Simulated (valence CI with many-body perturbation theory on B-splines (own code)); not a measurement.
Which ion has this spectrum?

A relativistic CI+MBPT calculation for an atom or ion with 41 electrons gives these levels (cm⁻¹):

| J | Parity | E | g |
| --- | --- | --- | --- |
| 5/2 | even | 0.0 | 1.51 |
| 5/2 | even | 58021 | 1.28 |
| 7/2 | even | 89973 | 1.15 |
| 3/2 | even | 93060 | 1.23 |
| 11/2 | even | 96343 | 1.14 |
| 9/2 | even | 105316 | 1.15 |
| 5/2 | even | 109843 | 1.14 |
| 1/2 | even | 114998 | 1.81 |
| 7/2 | even | 126013 | 1.11 |
| 5/2 | even | 148161 | 1.23 |
| 3/2 | even | 156514 | 0.79 |
| 7/2 | even | 163904 | 1.22 |
| 11/2 | even | 168462 | 1.07 |
| 9/2 | even | 173497 | 1.15 |

The energies are calculated, and their last digits are not significant.

**Question.** Which is it?
A. Tb24+
B. Ho26+
C. Er27+
D. Lu30+

**Answer.** C. Er27+, ground level (4d3/2^4 4d5/2) J=5/2.
